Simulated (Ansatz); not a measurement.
Ansatz (an electronic-structure program) input file for disilanylformaldehyde (CH6OSi2), SMILES C(=O)[SiH2][SiH3], PBE/def2-SVPD. Coordinates come from a B3LYP-D3(BJ)/def2-SVP optimisation. The values are those of a single conformer.

Ansatz 0.2 input:
```yaml
crystal:
  periodic: [false, false, false]
  atoms:
    - {symbol: O, position_ang: [2.33272320, 0.38685440, -0.25456800]}
    - {symbol: C, position_ang: [1.58650437, 0.08214485, 0.64617738]}
    - {symbol: Si, position_ang: [-0.05608130, -0.89588244, 0.31291865]}
    - {symbol: Si, position_ang: [-1.64122899, 0.64834915, -0.48796012]}
    - {symbol: H, position_ang: [1.81905387, 0.39586645, 1.70510363]}
    - {symbol: H, position_ang: [-0.53116363, -1.52397816, 1.58268646]}
    - {symbol: H, position_ang: [0.22119309, -1.94624145, -0.70668486]}
    - {symbol: H, position_ang: [-2.93696373, -0.03436524, -0.77396197]}
    - {symbol: H, position_ang: [-1.12431838, 1.27865697, -1.73617146]}
    - {symbol: H, position_ang: [-1.86626875, 1.70782341, 0.53908868]}
basis:
  gaussian:
    orbitals: def2-SVPD
hamiltonian:
  xc: {name: PBE}
```

Program output:

```
WARN ansatz: RAYON_NUM_THREADS=1 ignored (pool sized by the plan → 1); use --threads N
Functional definition: PBE
integrals: 0.07 GiB planned
1194 factors; their error is unknown
mean field: 0.46 GiB planned
mean field evaluation 1: about -18912.1740 eV, gradient 4.7e1 eV
mean field evaluation 2: about -18866.4185 eV, gradient 1.4e2 eV
mean field evaluation 4: about -18916.5991 eV, gradient 1.6e1 eV
mean field evaluation 8: about -18917.1280 eV, gradient 2.4e-1 eV
mean field evaluation 16: about -18917.0855 eV, gradient 1.2e-4 eV
mean field -18917.08553920 eV, -695.1900711046 hartree, gradient 1.7e-5 eV, S^2 0.000000; 0 other end points of the search recorded, 0 dependent functions left out
reference -18917.08559117 eV, -695.1900730144 hartree; 24, 24 occupied and 115, 115 virtual orbitals, 1194 factors
Total energy: -18917.08559117 eV, -695.1900730144 hartree
```

The calculation finished and met its thresholds.
